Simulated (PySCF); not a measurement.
# Spectroscopy problems

Single conformer, averaged over atoms made equivalent by symmetry, fast rotation or ring inversion, in vacuum, non-relativistic. GFN2-xTB geometry; PBE0/pcSseg-1 with gauge-including orbitals; PySCF 2.14.0 with density-fitted response routines.

Shifts are taken against calculated references (same method and geometry level): $^{1}$H, $^{13}$C vs TMS. Where no couplings were computed, multiplicities follow the n + 1 count of equivalent neighbours, and m marks all less simple cases (inequivalent or close neighbours, rings, F or P nearby). Acid and N–H amide carbonyl carbons lie up to 10 ppm further downfield in solution (hydrogen bonding). Shifts are as computed. Against solution values, carbons near 30 ppm lie about +3 ppm off and those near 130 ppm about +5 ppm (rms about the fit 2.1 ppm; single classes can miss by 10 ppm). Of 1328 compounds with measured shifts, 309 miss one by over three times the rms of a fit or turn the order of signals round; such compounds aren't used in these exercises. Signals without a measured value on file couldn't be tested in this way; 1H shifts scatter by 0.2 ppm about their fit, and single ones miss by 0.5 ppm. Groups on amide-type nitrogens are kept apart (slow C–N rotation). OH and NH positions are gas-phase values without hydrogen bonding to other molecules.

Problem. C$_{6}$H$_{9}$NO. $^{1}$H NMR (500 MHz, computed): δ 8.10 (d, 1H), 5.40 (s, 2H), 5.11 (m, 1H), 4.62 (br, 1H), 3.34 (m, 2H), 2.54 (m, 2H). $^{13}$C{$^{1}$H} NMR (computed): δ 158.9 (CH), 150.6 (C), 116.6 (CH2), 42.5 (CH2), 36.5 (CH). Give a structure.

Solution. SMILES C1C(=C)CC1NC=O. The formula gives 3 degrees of unsaturation (1 ring in the answer). 5 carbon signals for 6 carbons: some carbons are equivalent by symmetry or fast rotation. Carbon types of the structure: 1 × C, 2 × CH, 3 × CH2, leaving 1 H on heteroatoms. δC 158.9: amide carbonyl carbon; it is a carbonyl in resonance with an O or N lone pair, the region of acids, esters and amides. δC 150.6: fully substituted alkene carbon; an sp2 carbon of a C=C bond. δC 116.6: terminal =CH2 carbon; an sp2 carbon of a C=C bond. δH 4.62: hydrogen on an amide-type nitrogen; exchangeable; this is the value without hydrogen bonding to other molecules.

The data come from this structure; uniqueness wasn't tested.

Problem. C$_{6}$H$_{9}$NO. $^{1}$H NMR (400 MHz, computed): δ 7.33 (m, 1H), 6.95 (m, 1H), 6.31 (m, 1H), 2.73 (s, 6H). $^{13}$C{$^{1}$H} NMR (computed): δ 147.3 (CH), 146.6 (C), 127.5 (CH), 108.0 (CH), 42.5 (CH3). Give a structure.

Solution. SMILES CN(C)C1=COC=C1. The formula gives 3 degrees of unsaturation (1 ring in the answer). 5 carbon signals for 6 carbons: some carbons are equivalent by symmetry or fast rotation. Carbon types of the structure: 1 × C, 3 × CH, 2 × CH3, which accounts for all hydrogens. δC 147.3, 127.5: aromatic CH next to the ring oxygen. δC 146.6: aromatic carbon bearing nitrogen; the electronegative substituent deshields the carbon that carries it. δC 108.0: aromatic CH; resonance donation from the substituent shields this position. δH 2.73: hydrogen on a methyl carbon bonded to N; its carbon carries N, an electronegative neighbour.

This is the structure that produced the data.

Problem. C$_{6}$H$_{9}$NO. $^{1}$H NMR (300 MHz, computed): δ 7.34 (m, 1H), 6.21 (m, 1H), 5.58 (d, 1H), 5.41 (m, 1H), 5.30 (m, 1H), 4.69 (br, 1H), 4.48 (br, 1H), 3.05 (m, 2H). $^{13}$C{$^{1}$H} NMR (computed): δ 165.9, 154.4, 143.8, 126.6, 121.9, 45.5. Identify the compound.

Solution. `InChI=1S/C6H9NO/c1-2-3-4-5-6(7)8/h2,4-5H,1,3H2,(H2,7,8)/b5-4+`. The formula gives 3 degrees of unsaturation (no ring in the answer). 6 carbon signals for 6 carbons: no two carbons are equivalent. Carbon types of the structure: 1 × C, 3 × CH, 2 × CH2, leaving 2 H on heteroatoms. δC 165.9: amide carbonyl carbon; lone-pair donation from the attached heteroatom keeps it upfield of a ketone carbonyl. δC 154.4: β carbon of a C=C–C=O unit; conjugation with the carbonyl draws π density from the β position. δC 143.8: alkene CH; an sp2 carbon of a C=C bond. δC 121.9: terminal =CH2 carbon; an sp2 carbon of a C=C bond.

The shifts were computed for this structure.
